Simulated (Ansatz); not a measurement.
Ansatz results at the PBE0-D4/def2-TZVP geometry: HOMO energy (B3LYP/def2-TZVPP) -7.71 eV; size of the dipole moment (ωB97M-V/def2-TZVPP) 2.92 D; HOMO energy (PBE0/def2-TZVPP) -7.91 eV.

Each molecule was computed in one conformer, which needn't be the lowest.

**Question.** Which molecule gave them?
A. `C[CH2][Sn][Br]`
B. `C[O][Sn][OH]`
C. `[SiH3][O][Sn][Br]`
D. `C[O][Sn][NH2]`

**Answer.** C. The others give `C[O][Sn][NH2]`: -6.97, 1.87, -7.22; `C[CH2][Sn][Br]`: -6.25, 2.99, -6.43; `C[O][Sn][OH]`: -7.45, 0.35, -7.62.

B3LYP here is the variant with VWN-RPA as its local correlation; programs differ in this.
